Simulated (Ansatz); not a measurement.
La2F6, relaxed as a singlet with RKS PBE0-D4/def2-SVP in Ansatz, starting from the GFN1-xTB geometry. Force threshold 0.02 eV/Å.

In the def2 sets La takes a core potential; there is no spin–orbit coupling. The relaxation made no stability test and no search for a lower SCF solution. No other spin state of charge 0 was run. The structure comes from a short search, and lower isomers may exist.

Start:

```xyz
8

La   -0.445   -0.810   -0.723
La    0.373    1.085    0.212
F     0.429   -2.666   -0.275
F     0.360   -0.655   -2.108
F    -0.677    2.080   -0.494
F    -0.206    1.664    2.144
F    -1.365   -0.787    0.579
F     1.531    0.089    0.666
```

```
         step  energy (eV)  largest force component (eV/Å)  SCF passes
            1  -17965.6761                          38.143          19
            2  -17990.4444                          16.728          24
            3  -18000.9036                           6.386          25
            4  -18003.8435                           3.379          24
            5  -18005.3823                           2.854          25
            6  -18006.3099                           1.685          25
            7  -18006.9357                           1.004          25
            8  -18007.2088                           0.609          19
            9  -18007.4699                           0.585          24
           10  -18007.6968                           0.352          24
           11  -18007.8093                           0.224          25
           12  -18007.8923                           0.136          25
           13  -18007.9450                           0.206          25
           14  -18007.9804                           0.063          19
           15  -18007.9862                           0.247          19
16 (rejected)  -18007.9759                           0.189          19
           17  -18007.9975                           0.009          20
           18  -18007.9979                           0.013          20
           19  -18007.9981                           0.011          20
```

Force components are those of the run's own axes.

End:

```xyz
8

La    0.277   -1.655   -0.936
La   -0.276    1.654    0.937
F     0.642   -3.492    0.095
F     0.231   -1.749   -3.071
F    -0.627    3.484   -0.111
F    -0.248    1.765    3.072
F    -1.334   -0.246    0.040
F     1.336    0.239   -0.027
```

Bonds lost: La1–F5, La2–F4 (atoms count from 1). The end is the same structure that another start reached, the lowest one found.

The force fell under the threshold at step 17, but the optimiser went on. No frequencies were taken in this run, so the end may be a saddle point.

Run time 68 s (4 threads of Arm Neoverse V1 on a shared host).
